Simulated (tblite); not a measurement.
Run record: tight-binding relaxation, `[H]/N=C\[C@@H]1CS[CH2][GeH2][S]1`.

Computed with GFN2-xTB geometry optimisation, gas phase (tblite 0.8.0). Start geometry: from a force field or distance geometry. The input is one job of a driver script: a line of settings, then coordinates in Å.

Command:
```bash
OMP_NUM_THREADS=1 python probes_run.py task.json out
```

Input:
```
{"job": {"kind": "relax", "xc": "GFN2-xTB", "basis": "xTB"}, "charge": 0, "multiplicity": 1}
N     -3.311100    -0.529500    -0.439800
C     -2.105700    -0.894900    -0.573100
C     -1.114300    -0.583100     0.521900
C     -0.764100     0.891300     0.517400
S      0.384800     1.382000    -0.746700
C      2.122400     1.117400    -0.318800
Ge     2.238200    -0.758600     0.191800
S      0.291300    -1.690900     0.496800
H     -3.659100    -0.013900     0.381500
H     -1.749700    -1.448800    -1.434600
H     -1.657600    -0.760500     1.475000
H     -0.374500     1.169500     1.546100
H     -1.727100     1.447400     0.448600
H      2.482100     1.767300     0.510900
H      2.806400     1.303500    -1.183700
H      2.975400    -1.560400    -0.909900
H      3.155500    -0.825800     1.455300
```

Output:
```
step      E/eV     max force
  0    -664.93672    2.462
  1    -665.20335    1.604
  2    -665.32999    1.419
  3    -665.40539    0.788
  4    -665.45891    0.611
  5    -665.49569    0.524
  6    -665.52669    0.466
  7    -665.55295    0.362
  8    -665.57036    0.304
  9    -665.58083    0.251
... (130 lines left out)
140    -665.91654    0.027
141    -665.91662    0.020
142    -665.91667    0.032
143    -665.91672    0.016
144    -665.91677    0.014
145    -665.91680    0.013
146    -665.91684    0.019
147    -665.91687    0.020
148    -665.91690    0.015
149    -665.91692    0.009
```

«max force» is the largest atomic force in eV/Å.

**Question.** From which step on does the largest force stay under 0.1 eV/Å, and how much energy is left to gain from there?

**Answer.** From step 101 (0.097 eV/Å), 11.8 meV above the end.

Summary of the converged run: energy lowered by 22.6 kcal/mol over 149 steps; largest atomic force 0.009 eV/Å at the end.

**Question.** Where do the atoms end?

**Answer.** 0.899 Å rms from the input after alignment:
```
atom  x, y, z in Å
N1    -2.5508   -1.5261   -0.7467
C2    -1.6099   -0.7260   -0.5546
C3    -1.1490   -0.1452    0.7476
C4    -0.6810    1.3006    0.6685
S5     0.3900    1.7295   -0.7416
C6     1.9692    1.0024   -0.1962
Ge7    1.7815   -0.9681   -0.0029
S8     0.1383   -1.2912    1.4392
H9    -3.0731   -1.7992    0.0858
H10   -1.0298   -0.4290   -1.4272
H11   -1.9467   -0.2136    1.4953
H12   -0.1591    1.5841    1.5847
H13   -1.5517    1.9469    0.5420
H14    2.2674    1.4864    0.7344
H15    2.6856    1.2634   -0.9706
H16    1.5137   -1.6051   -1.3441
H17    2.9986   -1.5978    0.6250
```

**Question.** How long does this job take on Arm Neoverse V1, one thread (shared host)?

**Answer.** About 1.4 s.
Labels such as C1 count atoms from 1, the log's own numbers from 0.
